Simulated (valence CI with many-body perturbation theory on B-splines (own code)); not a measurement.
# From CI to CI+MBPT in I47+

Computed by valence CI with perturbative core correlation (CI+MBPT): four valence electrons over a frozen Dirac-Fock core [He], a basis of 11 s, 11 p, 9 d, 7 f, 5 g, 2 h, 1 i functions for each j, with the one-electron correlation potential Σ1 (screened to all orders), the two-electron term Σ2, the three-electron term Σ3, Breit, model QED; selected single and double excitations, second order for the rest (own B-spline code, finite nucleus).

No measured spectrum was set against this ion. As an estimate, large intervals hold to a few tenths of a per cent, small ones and those within an open d or f shell to about a per cent. Among the levels kept, up to 260 cm⁻¹ of a level comes from second order outside the variational space, and about a tenth of that is noise between levels of different J, which matters for small intervals.

Each rung adds one term. CI alone is the Dirac-Coulomb CI over the frozen core; QED comes last and gives the full result, which names the levels. Energies are above (2s^2 2p1/2^2) J=0 on the same rung, in Ry.

Levels are named by their leading jj configuration (3d3/2^4 stands for four electrons in 3d with j = 3/2), which in mixed levels can hold well under half, so a name can repeat and another be missing. Letters in brackets count levels of one name in rising energy.

| Level | CI alone | Σ1 | Σ2 | Σ3 | Breit | QED | Full |
| --- | --- | --- | --- | --- | --- | --- | --- |
| (2s^2 2p1/2 2p3/2) J=1 | 22.80 | +0.007 | -0.004 | +0.001 | -0.417 | +0.045 | 22.44 |
| (2s^2 2p1/2 2p3/2) J=2 | 24.15 | +0.007 | -0.002 | -0.001 | -0.629 | +0.045 | 23.57 |
| (2s 2p1/2^2 2p3/2) J=2 | 36.26 | -0.011 | -0.012 | -0.001 | -0.149 | -0.365 | 35.72 |
| (2s 2p1/2^2 2p3/2) J=1 | 40.58 | -0.011 | -0.022 | -0.007 | -0.067 | -0.367 | 40.10 |
| (2s^2 2p3/2^2) J=2 | 47.74 | +0.014 | -0.002 | -0.001 | -0.931 | +0.083 | 46.90 |
| (2s^2 2p3/2^2) J=0 | 50.42 | +0.014 | +0.005 | -0.005 | -0.707 | +0.081 | 49.80 |
| (2s 2p1/2 2p3/2^2) J=2 [a] | 57.87 | -0.005 | -0.012 | -0.001 | -0.485 | -0.322 | 57.04 |
| (2s 2p1/2 2p3/2^2) J=3 | 60.70 | -0.005 | -0.013 | -0.003 | -0.803 | -0.323 | 59.56 |
| (2s 2p1/2 2p3/2^2) J=0 | 62.89 | -0.004 | -0.008 | -0.005 | -0.333 | -0.323 | 62.21 |
| (2s 2p1/2 2p3/2^2) J=1 [a] | 64.10 | -0.005 | -0.026 | -0.007 | -0.463 | -0.324 | 63.27 |
| (2s 2p1/2 2p3/2^2) J=2 [b] | 65.05 | -0.005 | -0.025 | -0.008 | -0.670 | -0.324 | 64.02 |
| (2s 2p1/2 2p3/2^2) J=1 [b] | 65.08 | -0.005 | -0.020 | -0.008 | -0.440 | -0.325 | 64.28 |
| (2p1/2^2 2p3/2^2) J=2 | 79.32 | -0.022 | -0.042 | -0.011 | -0.165 | -0.728 | 78.35 |
| (2p1/2^2 2p3/2^2) J=0 | 82.25 | -0.022 | -0.038 | -0.011 | +0.068 | -0.727 | 81.51 |
| (2s 2p3/2^3) J=2 | 85.91 | +0.002 | -0.013 | -0.005 | -0.905 | -0.280 | 84.71 |
| (2s 2p3/2^3) J=1 | 89.98 | +0.002 | -0.025 | -0.010 | -0.855 | -0.281 | 88.81 |
| (2p1/2 2p3/2^3) J=1 | 102.66 | -0.016 | -0.040 | -0.011 | -0.440 | -0.692 | 101.46 |
| (2p1/2 2p3/2^3) J=2 | 104.05 | -0.016 | -0.037 | -0.011 | -0.644 | -0.692 | 102.65 |
| (2p3/2^4) J=0 | 128.86 | -0.009 | -0.034 | -0.011 | -0.796 | -0.647 | 127.36 |
| (2s^2 2p1/2 3s) J=0 | 355.65 | +0.027 | -0.001 | -0.007 | -0.780 | +0.129 | 355.02 |
| (2s^2 2p1/2 3s) J=1 | 355.88 | +0.027 | -0.002 | -0.007 | -0.811 | +0.130 | 355.22 |
| (2s^2 2p1/2 3p1/2) J=1 | 359.74 | +0.024 | -0.003 | -0.007 | -0.697 | +0.011 | 359.07 |
| (2s^2 2p1/2 3p1/2) J=0 | 361.80 | +0.024 | -0.005 | -0.007 | -0.636 | +0.010 | 361.18 |
| (2s^2 2p1/2 3p3/2) J=1 | 366.59 | +0.018 | -0.006 | -0.007 | -0.604 | -0.099 | 365.89 |
| (2s^2 2p1/2 3p3/2) J=2 | 367.65 | +0.025 | -0.005 | -0.007 | -0.832 | +0.024 | 366.86 |
| (2s 2p1/2^2 3s) J=1 | 368.61 | +0.017 | -0.010 | -0.007 | -0.534 | -0.159 | 367.91 |
| (2s 2p1/2^2 3s) J=0 | 369.37 | +0.009 | -0.007 | -0.008 | -0.327 | -0.284 | 368.75 |
| (2s^2 2p1/2 3d3/2) J=2 | 371.00 | +0.028 | -0.003 | -0.007 | -0.849 | +0.013 | 370.18 |
| (2s 2p1/2^2 3p1/2) J=1 | 371.67 | +0.013 | -0.009 | -0.008 | -0.565 | -0.194 | 370.91 |
| (2s 2p1/2^2 3p1/2) J=0 | 371.94 | +0.005 | -0.010 | -0.008 | -0.194 | -0.400 | 371.33 |
| (2s^2 2p1/2 3d3/2) J=1 | 372.81 | +0.021 | -0.007 | -0.007 | -0.560 | -0.193 | 372.06 |

The middle columns are the shifts that each term adds.

(1) How does the ionisation energy move along the ladder, and which term matters most?

Answers

(1) CI alone 8614.2, + Σ1 8614.6, + Σ2 8614.5, + Σ3 8614.4, + Breit 8601.9, + QED 8602.1 eV. The largest step is Breit, -12.6 eV. NIST lists 8601 ± 4 eV (theoretical).
